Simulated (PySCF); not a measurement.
Compound: C6H7F3.
InChI=1S/C6H7F3/c1-2-3-4-5-6(7,8)9/h2-4H,1,5H2/b4-3-

Level: CAM-B3LYP/def2-SVPD in PySCF, non-relativistic, on one gas-phase PBE0-D3(BJ)/def2-SVP geometry that isn't relaxed in the solvent. The solvent is an IEF-PCM continuum (van der Waals radii × 1.2), and excitations are vertical TDDFT with non-equilibrium linear response and a frozen core. Specific hydrogen bonds and non-electrostatic terms are outside this model.

Gas-phase singlets (H = HOMO, L = LUMO):

```
state  E (eV)  λ (nm)      f  leading configuration
   S1   5.761     215  0.775                H→L 98%
   S2   6.823     182  0.001              H→L+1 63%
   S3   6.961     178  0.015              H→L+2 60%
   S4   7.234     171  0.001              H-2→L 96%
   S5   7.344     169  0.012              H→L+4 31%
```

Problem. What are the lowest 5 singlets in benzene (ε = 2.271)?

Solution. 
```csv
state,E (eV),λ (nm),f,leading configuration,change by rank (eV)
S1,5.507,225,0.908,H→L 98%,-0.254
S2,6.808,182,0.001,H→L+1 65%,-0.015
S3,7.024,177,0.020,H→L+2 53%,+0.063
S4,7.183,173,0.001,H-2→L 95%,-0.051
S5,7.331,169,0.015,H→L+5 31%,-0.013
```

Problem. The ground-state energy changes by -0.084 eV from gas to benzene. By how much does the total energy of gas-phase S1 change?

Solution. E(S1) = E(S0) + excitation energy, so it changes by -0.084 − 0.254 = -0.338 eV: it is lowered more than the ground state, which is what a red shift means. This is the vertical state, with the slow part of the continuum still set for S0.

Problem. How do the frontier levels move from gas to benzene?

Solution. 
```
orbital  gas (eV)  solvent (eV)  change (eV)
 LUMO+2      1.64          1.81        +0.17
 LUMO+1      1.37          1.45        +0.08
   LUMO     -0.15         -0.02        +0.13
   HOMO     -8.25         -8.13        +0.12
 HOMO-1    -10.98        -10.86        +0.12
 HOMO-2    -11.35        -11.18        +0.17
 HOMO-3    -12.39        -12.27        +0.12
```

The HOMO–LUMO gap goes from 8.10 to 8.11 eV. Rows go by rank; for LUMO+1 and LUMO+2 the atom shares or the degeneracy differ between the runs, so the row needn't follow one orbital.

Cost: about 2 min of CPU time on one thread; the machine was shared, so the figure is rough. This is the whole response run at CAM-B3LYP/def2-SVPD in benzene, SCF included.

Shape of the structure used: `[CH2:1]=[CH:2]/[CH:3]=[CH:4]\[CH2:5][C:6]([F:7])([F:8])[F:9]`: C1–C2–C3–C4 180°, C3–C4–C5–C6 114°, C4–C5–C6–F7 179°.
